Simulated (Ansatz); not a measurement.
Basis sets compared for ScCl₃ (the lowest singlet isomer of a short search). Charge 0, multiplicity 1. Geometry r2SCAN-D4/def2-SVP. Ansatz on 2 threads of Arm Neoverse V1 on a shared host; times are rough, and most runs start from earlier orbitals.

```xyz
4

Sc   -0.001   -0.003    0.001
Cl    0.440    0.009    2.226
Cl   -1.693    1.262   -0.825
Cl    1.254   -1.267   -1.403
```

The 6-31G sets use Cartesian d functions. B3LYP takes the VWN-RPA correlation. The structure comes from a short search, and lower isomers may exist.

Binding counts from free atoms (Sc doublet, Cl doublet) in the same basis, without a counterpoise term.

```csv
level,functions,energy (Eh),HOMO (eV),LUMO (eV),binding per atom (eV),wall time
HF/STO-3G,45,-2116.2976,-10.93,2.56,4.43,0.25 s
HF/6-31G,68,-2138.3855,-12.67,-0.55,2.60,0.75 s
PBE-D4/def2-SVP,85,-2140.2460,-7.62,-4.02,3.92,1.8 s
PBE-D4/def2-TZVP,156,-2140.8235,-7.88,-4.18,–,2.9 s
PBE-D4/def2-TZVPD,186,-2140.8253,-7.92,-4.21,–,4.3 s
r2SCAN-D4/def2-TZVP (with forces),156,-2141.4853,-8.26,-4.01,–,8 s
r2SCAN-D4/def2-TZVPD,186,-2141.4868,-8.27,-4.01,–,9.5 s
B3LYP-D4/6-31G,68,-2141.4867,-9.07,-3.95,3.50,1.8 s
B3LYP-D4/def2-TZVP,156,-2141.6708,-8.97,-3.62,3.67,4.5 s
PBE0-D4/def2-SVP,85,-2140.3899,-9.08,-3.21,3.77,2.3 s
PBE0-D4/def2-TZVP (with forces),156,-2140.9616,-9.26,-3.26,3.75,6.5 s
PBE0-D4/def2-TZVPD,186,-2140.9633,-9.28,-3.27,3.75,7 s
```

**Question.** Estimate the rows for PBE0-D4/def2-QZVPP.

**Answer.** 
```
             level  functions  energy (Eh)  HOMO (eV)  LUMO (eV)  binding per atom (eV)  wall time
PBE0-D4/def2-QZVPP        303   -2141.0198      -9.27      -3.22                   3.76       12 s
```
